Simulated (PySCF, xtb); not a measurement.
As₂BH₅O, SMILES [AsH2]B([AsH2])O. The values are those of a single conformer.

Harmonic wavenumbers (cm⁻¹) from GFN2-xTB in xtb at its own minimum, in rising order: 70, 102, 108, 244, 265, 311, 566, 570, 681, 696, 710, 742, 997, 1004, 1016, 1249, 1776, 1850, 1880, 1902, 3469.

Q: What does PySCF with PBE-D3(BJ)/def2-SVP give at its own minimum? (An estimate is asked for; the answer gives what the named calculation found.)

A: 111, 113, 129, 239, 313, 324, 514, 558, 613, 663, 670, 743, 950, 955, 1061, 1314, 2102, 2132, 2149, 2154, 3693. Paired by order, the mean absolute difference is 91 cm⁻¹ and the zero-point energies are 28.9 and 30.7 kcal/mol.
